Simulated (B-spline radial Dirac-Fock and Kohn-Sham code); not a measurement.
Model: Dirac-Fock (average of configuration) total-energy differences with a finite nucleus, the Breit interaction including its frequency dependence, and self-energy and vacuum-polarisation corrections. Program: a radial B-spline solver. No correlation.

Question: Identify the element and charge state from the binding energies below (tabulated ground configuration; the least bound level is included).

```
level  binding energy (eV)
   1s              22500.2
   2s               3604.0
3p1/2                841.5
3p3/2                818.4
3d3/2                640.9
3d5/2                636.6
   4s                375.1
```

Answer: Ru¹⁵⁺: Z = 44 with 29 electrons, [Ar] 3d10 4s1. The hydrogen-like estimate √(E/Ry) = 40.7 for the K level lies 3.3 below Z (screening lowers it, relativity raises it); the outermost level, at 375.1 eV, fixes the charge.

Question: Identify the element and charge state from the binding energies below (tabulated ground configuration; the least bound level is included).

```csv
level,binding energy (eV)
1s,80989.3
2s,16434.0
2p1/2,15829.1
2p3/2,14111.9
3s,5714.3
3d3/2,4631.5
4s,2762.0
```

Answer: Pt⁴⁸⁺: Z = 78 with 30 electrons, [Ar] 3d10 4s2. The hydrogen-like estimate √(E/Ry) = 77.2 for the K level lies 0.8 below Z (screening lowers it, relativity raises it); the outermost level, at 2762.0 eV, fixes the charge.

Values without a named source are computed, but for edge energies of neutral atoms, which are taken from tables.
